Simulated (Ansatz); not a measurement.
Caution, from a PySCF single point (PBE0-D3(BJ)/def2-TZVPD) at this geometry: the highest occupied level lies above zero, so the state may not be bound. This singlet lies 1.30 eV below the relaxed triplet at the level frozen-core CCSD(T)/aug-cc-pVTZ // PBE0-D3(BJ)/def2-TZVPD (Ansatz, a first-principles code).

Species: CH3AlF, SMILES `[CH3][Al-][F]` (lower singlet) (charge -1, multiplicity 1).

Question: Give a relaxed geometry from PBE0-D3(BJ)/def2-TZVPD (Ansatz).

Answer: the end point of this relaxation (outside a Z-matrix the atoms follow the SMILES, hydrogens last).
Z-matrix (Å, degrees):
```
C
H 1 1.0974
H 1 1.1013 2 108.07
H 1 1.1014 2 108.03 3 115.38
Al 1 2.0457 2 113.32 4 122.23
F 5 1.7313 1 99.42 2 179.59
```
